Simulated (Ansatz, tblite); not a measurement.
Removing and adding an electron: `CN(C)c1ncc(-c2ncc(-c3ncc(-c4ncc(-c5ncc(-c6ncc(C#N)s6)s5)s4)s3)s2)s1`. The state is a singlet with charge 0. Geometry: PBE-D4/def2-SVP. Ansatz, gas phase; energy differences of separate SCF runs; the oxidised species was run as a doublet alone; the reduced species was run as a doublet alone.

Cartesian coordinates in Å:
```
C 5.311 -7.021 -7.070
N 4.377 -6.706 -6.000
C 3.929 -7.768 -5.123
C 4.132 -5.405 -5.686
N 4.561 -4.367 -6.388
C 4.129 -3.203 -5.843
C 3.355 -3.289 -4.687
C 2.787 -2.207 -3.935
N 2.943 -0.926 -4.258
C 2.306 -0.122 -3.378
C 1.625 -0.749 -2.330
C 0.864 -0.195 -1.247
N 0.264 -0.930 -0.314
C -0.381 -0.148 0.582
C -0.306 1.232 0.376
C -0.866 2.321 1.124
N -0.704 3.601 0.817
C -1.343 4.409 1.694
C -2.037 3.775 2.730
C -2.791 4.415 3.776
N -2.906 5.735 3.887
C -3.669 6.068 4.951
C -4.178 5.011 5.711
C -5.013 5.019 6.883
N -5.431 3.925 7.505
C -6.202 4.224 8.575
C -6.411 5.583 8.822
C -7.165 6.184 9.856
N -7.794 6.678 10.719
S -5.567 6.529 7.615
S -3.646 3.498 5.019
S -1.857 2.045 2.569
S 0.651 1.550 -1.053
S 1.813 -2.482 -2.484
S 3.165 -4.985 -4.251
H 4.893 -7.822 -7.714
H 5.475 -6.109 -7.671
H 6.290 -7.365 -6.666
H 4.579 -7.886 -4.224
H 2.891 -7.573 -4.777
H 3.927 -8.725 -5.680
H 4.385 -2.238 -6.303
H 2.342 0.971 -3.511
H -0.927 -0.611 1.419
H -1.312 5.502 1.587
H -3.859 7.129 5.177
H -6.629 3.425 9.199
```

The xTB rows come from tblite. Single mean-field runs in def2-SVP are fitted with def2-universal-jkfit.

```tsv
level	−HOMO (eV)	vertical IE (eV)	−LUMO (eV)	vertical EA (eV)	HOMO–LUMO gap (eV)	IE − EA (eV)
GFN2-xTB	10.09	11.55	8.96	7.55	1.12	4.00
PBE0-D4/def2-SVP	5.67	6.69	3.13	2.19	2.55	4.50
```

Task: Estimate the rows for GFN1-xTB, PBE-D4/def2-SVP.

Result: 
```json
{"level": "GFN1-xTB", "−HOMO (eV)": "10.45", "vertical IE (eV)": "11.90", "−LUMO (eV)": "9.20", "vertical EA (eV)": "7.74", "HOMO–LUMO gap (eV)": "1.26", "IE − EA (eV)": "4.16"}
{"level": "PBE-D4/def2-SVP", "−HOMO (eV)": "4.84", "vertical IE (eV)": "6.30", "−LUMO (eV)": "3.58", "vertical EA (eV)": "2.22", "HOMO–LUMO gap (eV)": "1.26", "IE − EA (eV)": "4.08"}
```

   Raw xTB energy differences between charge states are shifted by several eV; the methods need an empirical correction for them. Sets without diffuse functions give affinities that are too small.
